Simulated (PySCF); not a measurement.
## Cl²⁺: excitation energy

Cl²⁺ [Ne] 3s2 3p3 (4S) → Cl²⁺ [Ne] 3s1 3p4 (4P), as a difference of total energies. All numbers are calculated (PySCF 2.14, the non-relativistic Hamiltonian (point nucleus), in aug-cc-pwCVTZ (8s7p5d3f, 75 functions)). Correlated levels: valence and next inner shell: 1s2 frozen. The calculations carry no spin-orbit coupling.

```csv
method,excitation energy (eV)
UHF,12.829
MP2 (valence and next inner shell),12.854
SCS-MP2 (valence and next inner shell),12.827
CCSD (valence and next inner shell),12.340
CCSD(T) (valence and next inner shell),12.175
```

Question: How much does correlation contribute at CCSD(T) (valence and next inner shell)?

Answer: 12.175 − (12.829) = -0.654 eV, measured against UHF.

A first-order spin-orbit estimate (lowest level to lowest level, LS coupling) adds -0.046 eV.

The coupled-cluster amplitudes are large for the upper state (T1 above 0.03 or a double amplitude above 0.15), so a single reference is strained.
